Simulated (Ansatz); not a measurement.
Li7H8⁻ (the lowest singlet isomer of a short search), 15 atoms. Hardware: 4 threads of Arm Neoverse V2 on a shared host.

Correlated methods freeze no core orbitals; core or outer-core shells of Li are correlated, in sets that lack core-valence functions.

**Question.** How many basis functions does each of these Ansatz runs have, and roughly what does it cost? RPA@PBE/def2-TZVPD, charge -1 singlet, energy, from earlier orbitals; HF/6-31G, charge -1 quintet, energy; HF/6-31G, charge -1 singlet, energy; PBE-D4/def2-SVPD, charge -1 singlet, energy, from earlier orbitals; PBE with 15 % exact exchange/def2-TZVPD, charge -1 quintet, energy, from earlier orbitals; PBE-D4/def2-TZVPD, charge 0 doublet at the geometry of the charge -1 singlet, energy, from earlier orbitals; LC-ωPBE/def2-TZVPD, charge -1 quintet, energy, from earlier orbitals; PBE with 10 % exact exchange/def2-TZVPD, charge -1 quintet, energy, from earlier orbitals; r2SCAN-D4/def2-TZVPD, charge -1 triplet, energy, from earlier orbitals; CCSD(T)/def2-TZVPD, charge -1 singlet, energy, from earlier orbitals; LC-ωPBE/def2-TZVPD, charge -1 triplet, energy, from earlier orbitals; PBE with 10 % exact exchange/def2-TZVPD, charge -1 singlet, energy, from earlier orbitals.

**Answer.** Other jobs shared the machine, so times can vary by a factor of up to 3. A dash marks memory too small to be measured apart from the calling script's.

| run | functions | fitting or Cholesky vectors | wall time | peak host memory (GiB) |
| --- | --- | --- | --- | --- |
| HF/6-31G, charge -1 singlet, energy | 79 | 1138 | 0.3 s | – |
| HF/6-31G, charge -1 quintet, energy | 79 | 1138 | 0.4 s | – |
| PBE-D4/def2-SVPD, charge -1 singlet, energy, from earlier orbitals | 148 | 1555 | 2 s | – |
| PBE with 10 % exact exchange/def2-TZVPD, charge -1 singlet, energy, from earlier orbitals | 191 | 1563 | 2.3 s | – |
| PBE-D4/def2-TZVPD, charge 0 doublet at the geometry of the charge -1 singlet, energy, from earlier orbitals | 191 | 1563 | 3.4 s | – |
| LC-ωPBE/def2-TZVPD, charge -1 quintet, energy, from earlier orbitals | 191 | 1563 | 4 s | 0.56 |
| PBE with 10 % exact exchange/def2-TZVPD, charge -1 quintet, energy, from earlier orbitals | 191 | 1563 | 4.3 s | 0.61 |
| PBE with 15 % exact exchange/def2-TZVPD, charge -1 quintet, energy, from earlier orbitals | 191 | 1563 | 4.3 s | 0.61 |
| RPA@PBE/def2-TZVPD, charge -1 singlet, energy, from earlier orbitals | 191 | 1931 | 4.6 s | 0.56 |
| r2SCAN-D4/def2-TZVPD, charge -1 triplet, energy, from earlier orbitals | 191 | 1563 | 7 s | – |
| LC-ωPBE/def2-TZVPD, charge -1 triplet, energy, from earlier orbitals | 191 | 1563 | 9 s | 0.82 |
| CCSD(T)/def2-TZVPD, charge -1 singlet, energy, from earlier orbitals | 191 | 1931 | 54 s | 3 |
